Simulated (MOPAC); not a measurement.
MOPAC input (PM7):

```
PM7 1SCF GEO-OK AUX(PRECISION=9) THREADS=1
H8N2Si2

N    -1.56282700 1    0.14996400 1    1.16280000 1
Si   -1.17907000 1   -0.36180000 1   -0.44804100 1
Si    1.13126900 1    0.03196900 1   -0.66411900 1
N     1.65275600 1    0.47055100 1    0.92951700 1
H    -2.49161400 1    0.02386000 1    1.53559700 1
H    -1.15065900 1    1.00568100 1    1.50340200 1
H    -1.52385500 1   -1.80188400 1   -0.55785500 1
H    -1.93353500 1    0.32213000 1   -1.53898400 1
H     1.43253600 1    1.17177500 1   -1.56681400 1
H     1.81312400 1   -1.15297400 1   -1.26254800 1
H     2.60484900 1    0.75747200 1    1.09898300 1
H     1.28886800 1   -0.05202700 1    1.71223200 1
```

Output:

```
 *******************************************************************************
 **                                                                           **
 **                              MOPAC v23.2.5                                **
 **                                                                           **
 *******************************************************************************
 ** MOPAC's Digital Object Identifier: https://doi.org/10.5281/zenodo.6511958 **
 **                                                                           **
 ** Please cite the open-source release paper for use of this MOPAC version:  **
 ** J. E. Moussa and J. J. P. Stewart (2026)                                  **
 ** MOPAC: An open-source semiempirical molecular orbital program             **
 ** J. Open Source Softw., 11(119), 8025, https://doi.org/10.21105/joss.08025 **
 *******************************************************************************

                              PM7 CALCULATION RESULTS

 *******************************************************************************
 *  PM7        - The PM7 Hamiltonian to be used
 *  GEO-OK     - OVERRIDE INTERATOMIC DISTANCE AND OTHER SAFETY CHECKS
 *  1SCF       - DO 1 SCF AND THEN STOP
 *  AUX        - OUTPUT AUXILIARY INFORMATION
 *******************************************************************************
PM7 1SCF GEO-OK AUX(PRECISION=9) THREADS=1
 H8N2Si2

   ATOM   CHEMICAL          X               Y               Z
  NUMBER   SYMBOL      (ANGSTROMS)     (ANGSTROMS)     (ANGSTROMS)

     1       N         -1.56282700  *   0.14996400  *   1.16280000  *
     2      Si         -1.17907000  *  -0.36180000  *  -0.44804100  *
     3      Si          1.13126900  *   0.03196900  *  -0.66411900  *
     4       N          1.65275600  *   0.47055100  *   0.92951700  *
     5       H         -2.49161400  *   0.02386000  *   1.53559700  *
     6       H         -1.15065900  *   1.00568100  *   1.50340200  *
     7       H         -1.52385500  *  -1.80188400  *  -0.55785500  *
     8       H         -1.93353500  *   0.32213000  *  -1.53898400  *
     9       H          1.43253600  *   1.17177500  *  -1.56681400  *
    10       H          1.81312400  *  -1.15297400  *  -1.26254800  *
    11       H          2.60484900  *   0.75747200  *   1.09898300  *
    12       H          1.28886800  *  -0.05202700  *   1.71223200  *

          CARTESIAN COORDINATES

    NO.       ATOM           X           Y           Z

     1         N         -1.5628      0.1500      1.1628
     2        Si         -1.1791     -0.3618     -0.4480
     3        Si          1.1313      0.0320     -0.6641
     4         N          1.6528      0.4706      0.9295
     5         H         -2.4916      0.0239      1.5356
     6         H         -1.1507      1.0057      1.5034
     7         H         -1.5239     -1.8019     -0.5579
     8         H         -1.9335      0.3221     -1.5390
     9         H          1.4325      1.1718     -1.5668
    10         H          1.8131     -1.1530     -1.2625
    11         H          2.6048      0.7575      1.0990
    12         H          1.2889     -0.0520      1.7122

 General Reference for PM7:
 "Optimization of Parameters for Semiempirical Methods VI: More Modifications to the
 NDDO Approximations and Re-optimization of Parameters", J. J. P. Stewart, J. Mol. Mod., 1:32, 19 (2013)
 https://link.springer.com/article/10.1007/s00894-012-1667-x

           Empirical Formula: H8 N2 Si2  =    12 atoms

      MOLECULAR POINT GROUP   :   C2

      RHF CALCULATION, NO. OF DOUBLY OCCUPIED LEVELS = 13

 -------------------------------------------------------------------------------
 PM7 1SCF GEO-OK AUX(PRECISION=9) THREADS=1
 H8N2Si2

     1SCF WAS SPECIFIED, SO BFGS WAS NOT USED
     SCF FIELD WAS ACHIEVED

                              PM7 CALCULATION
                                                       MOPAC v23.2.5 Linux

          FINAL HEAT OF FORMATION =        -14.42599 KCAL/MOL =     -60.35834 KJ/MOL

          COSMO AREA              =        136.88 SQUARE ANGSTROMS
          COSMO VOLUME            =        133.03 CUBIC ANGSTROMS

          IONIZATION POTENTIAL    =          9.398228 EV
          HOMO LUMO ENERGIES (EV) =         -9.398  0.258
          NO. OF FILLED LEVELS    =         13
          MOLECULAR WEIGHT        =         92.2476         POINT GROUP:  C2

          MOLECULAR DIMENSIONS (Angstroms)

            Atom       Atom       Distance
            H    10    H     5     5.26738
            H    11    H     8     4.78117
            H     9    H     7     3.35078

          SCF CALCULATIONS        =          1

   ATOM   CHEMICAL          X               Y               Z
  NUMBER   SYMBOL      (ANGSTROMS)     (ANGSTROMS)     (ANGSTROMS)

     1       N         -1.56282700  *   0.14996400  *   1.16280000  *
     2      Si         -1.17907000  *  -0.36180000  *  -0.44804100  *
     3      Si          1.13126900  *   0.03196900  *  -0.66411900  *
     4       N          1.65275600  *   0.47055100  *   0.92951700  *
     5       H         -2.49161400  *   0.02386000  *   1.53559700  *
     6       H         -1.15065900  *   1.00568100  *   1.50340200  *
     7       H         -1.52385500  *  -1.80188400  *  -0.55785500  *
     8       H         -1.93353500  *   0.32213000  *  -1.53898400  *
     9       H          1.43253600  *   1.17177500  *  -1.56681400  *
    10       H          1.81312400  *  -1.15297400  *  -1.26254800  *
    11       H          2.60484900  *   0.75747200  *   1.09898300  *
    12       H          1.28886800  *  -0.05202700  *   1.71223200  *

                             CARTESIAN COORDINATES

   1    N       -1.562827000     0.149964000     1.162800000
   2   Si       -1.179070000    -0.361800000    -0.448041000
   3   Si        1.131269000     0.031969000    -0.664119000
   4    N        1.652756000     0.470551000     0.929517000
   5    H       -2.491614000     0.023860000     1.535597000
   6    H       -1.150659000     1.005681000     1.503402000
   7    H       -1.523855000    -1.801884000    -0.557855000
   8    H       -1.933535000     0.322130000    -1.538984000
   9    H        1.432536000     1.171775000    -1.566814000
  10    H        1.813124000    -1.152974000    -1.262548000
  11    H        2.604849000     0.757472000     1.098983000
  12    H        1.288868000    -0.052027000     1.712232000

           Empirical Formula: H8 N2 Si2  =    12 atoms

      MOLECULAR POINT GROUP   :   C2

                  EIGENVALUES
 -35.91554 -35.31904 -18.63285 -16.93401 -16.37532 -15.42576 -14.26102 -13.84266
 -12.79136 -12.34380 -10.67769  -9.77122  -9.39823   0.25806   1.27071   2.08437
   2.47000   2.88197   5.09275   5.68537   6.90935   7.21018   7.26466   8.75331
  19.90007  20.61215  21.34578  21.85644  22.56618  22.69638  23.27063  23.61697
  23.92765  24.70878

              NET ATOMIC CHARGES AND DIPOLE CONTRIBUTIONS

  ATOM NO.   TYPE          CHARGE      No. of ELECS.   s-Pop       p-Pop       d-Pop
    1          N          -0.784905        5.7849     1.56470     4.22020
    2         Si           0.125441        3.8746     0.87905     2.81850     0.17701
    3         Si           0.125441        3.8746     0.87905     2.81850     0.17701
    4          N          -0.784904        5.7849     1.56470     4.22020
    5          H           0.280758        0.7192     0.71924
    6          H           0.286740        0.7133     0.71326
    7          H           0.055360        0.9446     0.94464
    8          H           0.036605        0.9634     0.96340
    9          H           0.055360        0.9446     0.94464
   10          H           0.036605        0.9634     0.96340
   11          H           0.280758        0.7192     0.71924
   12          H           0.286740        0.7133     0.71326
 DIPOLE           X         Y         Z       TOTAL
 POINT-CHG.    -0.070    -0.485    -1.634     1.706
 HYBRID         0.087     0.603     2.033     2.122
 SUM            0.017     0.118     0.399     0.416

          ATOMIC ORBITAL ELECTRON POPULATIONS

     Atom    s        px        py        pz      x^2-y^2     xz        z^2       yz        xy
    1  N   1.56470   1.34474   1.47979   1.39568
    2 Si   0.87905   1.03245   1.03896   0.74710   0.02841   0.04055   0.05653   0.03798   0.01354
    3 Si   0.87905   1.01613   1.05321   0.74917   0.02431   0.03332   0.03815   0.06353   0.01769
    4  N   1.56470   1.32938   1.65046   1.24036
    5  H   0.71924
    6  H   0.71326
    7  H   0.94464
    8  H   0.96340
    9  H   0.94464
   10  H   0.96340
   11  H   0.71924
   12  H   0.71326

 **********************
 *                    *
 * JOB ENDED NORMALLY *
 *                    *
 **********************

 == MOPAC DONE ==
```

The geometry given is a B3LYP-D3(BJ)/def2-TZVP minimum.
